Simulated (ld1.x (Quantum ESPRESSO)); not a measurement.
**Sn (Z = 50): TM pseudisation with PBE, fully relativistic reference atom.**

ld1.x (Quantum ESPRESSO) 7.5 was run on this input:

```
&input
   title='Sn', zed=50., rel=2, dft='PBE', iswitch=3,
   config='[Kr] 4d10 5s2 5p1.75 5d-2', rel_dist='average',
   nld=5, rlderiv=3.00, eminld=-3.0, emaxld=5.0, deld=0.02
 /
 &inputp
   pseudotype=2, tm=.true., lloc=-1, rcloc=1.85,
   nlcc=.false.,
   file_pseudopw='Sn.UPF', file_wfcaegen='ae.wfc', file_wfcncgen='nc.wfc', file_beta='beta', file_chi='chi'
 /
3
5S  1  0   2.00   0.00  2.15  2.15  0.0
5P  2  1   1.75   0.00  2.75  2.75  0.0
5D  3  2  -2.00  -0.05  2.70  2.70  0.0
 &test
   configts(1)='5s2 5p1.75'
 /
```

Command:

```bash
ld1.x < Sn.in > Sn.out
```

Output (shortened: banner, matrices, multipoles, cross overlaps and the repeated all-electron block are left out):

```
Program LD1 v.7.5
     --------------------------- All-electron run ----------------------------

     Sn
     dirac relativistic calculation

     atomic number is 50.00
     dft =PBE   lsd =0 sic =0 latt =0  beta=0.20 tr2=1.0E-14
     Exchange-correlation= PBE
                           (   1   4   3   4   0   0   0)
     mesh =1243 r(mesh) = 100.78374 a.u. xmin = -7.00 dx = 0.01250
     1 Ry =  13.60569312 eV, c = 137.03599908

     n l j   nl                  e(Ry)          e(Ha)          e(eV)
     Spin orbit split results
     1 0 0.5 1S 1( 2.00)     -2131.2399     -1065.6200    -28996.9963
     2 0 0.5 2S 1( 2.00)      -321.7578      -160.8789     -4377.7382
     2 1 0.5 2P 1( 2.00)      -300.5473      -150.2736     -4089.1540
     2 1 1.5 2P 1( 4.00)      -283.5957      -141.7979     -3858.5163
     3 0 0.5 3S 1( 2.00)       -62.2026       -31.1013      -846.3090
     3 1 0.5 3P 1( 2.00)       -53.5889       -26.7945      -729.1147
     3 1 1.5 3P 1( 4.00)       -50.4935       -25.2468      -686.9991
     4 0 0.5 4S 1( 2.00)        -9.9704        -4.9852      -135.6537
     4 1 0.5 4P 1( 2.00)        -7.1076        -3.5538       -96.7039
     4 1 1.5 4P 1( 4.00)        -6.5514        -3.2757       -89.1362
     3 2 1.5 3D 1( 4.00)       -35.2761       -17.6380      -479.9553
     3 2 2.5 3D 1( 6.00)       -34.6372       -17.3186      -471.2625
     4 2 1.5 4D 1( 4.00)        -2.0779        -1.0390       -28.2713
     4 2 2.5 4D 1( 6.00)        -2.0014        -1.0007       -27.2299
     5 0 0.5 5S 1( 2.00)        -0.8992        -0.4496       -12.2336
     5 1 0.5 5P 1( 0.58)        -0.4076        -0.2038        -5.5462
     5 1 1.5 5P 1( 1.17)        -0.3727        -0.1864        -5.0715
     Averaged results
     1 0     1S 1( 2.00)     -2131.2399     -1065.6200    -28996.9963
     2 0     2S 1( 2.00)      -321.7578      -160.8789     -4377.7382
     2 1     2P 1( 6.00)      -289.2462      -144.6231     -3935.3955
     3 0     3S 1( 2.00)       -62.2026       -31.1013      -846.3090
     3 1     3P 1( 6.00)       -51.5253       -25.7627      -701.0377
     4 0     4S 1( 2.00)        -9.9704        -4.9852      -135.6537
     4 1     4P 1( 6.00)        -6.7368        -3.3684       -91.6587
     3 2     3D 1(10.00)       -34.8927       -17.4464      -474.7396
     4 2     4D 1(10.00)        -2.0320        -1.0160       -27.6464
     5 0     5S 1( 2.00)        -0.8992        -0.4496       -12.2336
     5 1     5P 1( 1.75)        -0.3844        -0.1922        -5.2297

     final scf error:  3.8E-15 reached in  27 iterations

     Etot =  -12357.928322 Ry,   -6178.964161 Ha, -168138.180384 eV

     Ekin =   13012.959502 Ry,    6506.479751 Ha,  177050.333606 eV
     Encl =  -29992.073177 Ry,  -14996.036588 Ha, -408062.943765 eV
     Eh   =    4951.545833 Ry,    2475.772916 Ha,   67369.213082 eV
     Exc  =    -330.360480 Ry,    -165.180240 Ha,   -4494.783307 eV

     normalization and overlap integrals

     s(1S/1S) =  1.000000  <r> =   0.0291  <r2> =    0.0011  r(max) =   0.0188
     s(2S/2S) =  1.000000  <r> =   0.1251  <r2> =    0.0185  r(max) =   0.1068
     s(2P/2P) =  1.000000  <r> =   0.1058  <r2> =    0.0138  r(max) =   0.0821
     s(2P/2P) =  1.000000  <r> =   0.1112  <r2> =    0.0151  r(max) =   0.0863
     s(3S/3S) =  1.000000  <r> =   0.3391  <r2> =    0.1316  r(max) =   0.3090
     s(3P/3P) =  1.000000  <r> =   0.3299  <r2> =    0.1265  r(max) =   0.2939
     s(3P/3P) =  1.000000  <r> =   0.3411  <r2> =    0.1350  r(max) =   0.3051
     s(4S/4S) =  1.000000  <r> =   0.8186  <r2> =    0.7586  r(max) =   0.7505
     s(4P/4P) =  1.000000  <r> =   0.8657  <r2> =    0.8567  r(max) =   0.7695
     s(4P/4P) =  1.000000  <r> =   0.8955  <r2> =    0.9167  r(max) =   0.7989
     s(3D/3D) =  1.000000  <r> =   0.3125  <r2> =    0.1160  r(max) =   0.2498
     s(3D/3D) =  1.000000  <r> =   0.3161  <r2> =    0.1186  r(max) =   0.2530
     s(4D/4D) =  1.000000  <r> =   1.0902  <r2> =    1.4143  r(max) =   0.8829
     s(4D/4D) =  1.000000  <r> =   1.1049  <r2> =    1.4537  r(max) =   0.8940
     s(5S/5S) =  1.000000  <r> =   2.3757  <r2> =    6.4392  r(max) =   2.0147
     s(5P/5P) =  1.000000  <r> =   3.0512  <r2> =   10.8360  r(max) =   2.4608
     s(5P/5P) =  1.000000  <r> =   3.1913  <r2> =   11.8576  r(max) =   2.5548

     ------------------------ End of All-electron run ------------------------

     --------------------- Generating NC pseudopotential ---------------------

      Generating local potential from pseudized AE potential:
      Matching radius rcloc =   1.8500

      Local pseudo, rcloc= 1.846 Estimated cut-off energy=     7.25 Ry

     Fully relativistic calculation: |psi|^2

     Wfc 5S LC norm =  0.99992738 SC norm =  0.00007122 missing  0.00000140

     Wfc 5P LC norm =  0.99995735 SC norm =  0.00004245 missing  0.00000020

     Wfc 5P LC norm =  0.99996116 SC norm =  0.00003541 missing  0.00000342

      Wfc   5S  rcut= 2.145  Using Troullier-Martins method

      Wfc   5P  rcut= 2.754  Using Troullier-Martins method

      Wfc   5P  rcut= 2.754  Using Troullier-Martins method

      Wfc   5D  rcut= 2.686  Using Troullier-Martins method

      Wfc   5D  rcut= 2.686  Using Troullier-Martins method

     ------------------- End of pseudopotential generation -------------------

     Computing logarithmic derivative in   2.98693
     Computing logarithmic derivative in   2.98693
     Computing the partial wave expansion
     R is outside the sphere for l=    0 j= 0.50
     R is outside the sphere for l=    1 j= 0.50
     R is outside the sphere for l=    1 j= 1.50
     R is outside the sphere for l=    2 j= 1.50
     R is outside the sphere for l=    2 j= 2.50

     ---------------------- Testing the pseudopotential ----------------------

     Sn
     dirac relativistic calculation

     atomic number is 50.00   valence charge is  4.00
     dft =PBE   lsd =0 sic =0 latt =0  beta=0.20 tr2=1.0E-14
     mesh =1243 r(mesh) = 100.78374 xmin = -7.00 dx = 0.01250

     n l  j  nl             e AE (Ry)       e PS (Ry)    De AE-PS (Ry)
     1 0 0.5 5S   1( 2.00)       -0.89915       -0.89916        0.00000
     2 1 0.5 5P   1( 0.58)       -0.40764       -0.40764       -0.00000
     2 1 1.5 5P   1( 1.17)       -0.37275       -0.37275        0.00000

     eps = 6.0E-15  iter =  8

     Etot =  -12357.928322 Ry,   -6178.964161 Ha, -168138.180384 eV
     Etotps =    -6.644826 Ry,      -3.322413 Ha,     -90.407466 eV

     Ekin =       2.020980 Ry,       1.010490 Ha,      27.496832 eV
     Encl =     -13.576801 Ry,      -6.788400 Ha,    -184.721786 eV
     Ehrt =       4.657549 Ry,       2.328774 Ha,      63.369176 eV
     Ecxc =      -1.670690 Ry,      -0.835345 Ha,     -22.730889 eV
     Epseu=       1.924136 Ry,       0.962068 Ha,      26.179201 eV

     ---------------------- End of pseudopotential test ----------------------
```

Note: ghost state, extra bound levels that the all-electron valence spectrum of the same l lacks: s at -16.9 eV. A true bound ghost makes a file unfit for plane-wave use.

Generation and configuration tests took about 1.8 s on one core of a shared server CPU.
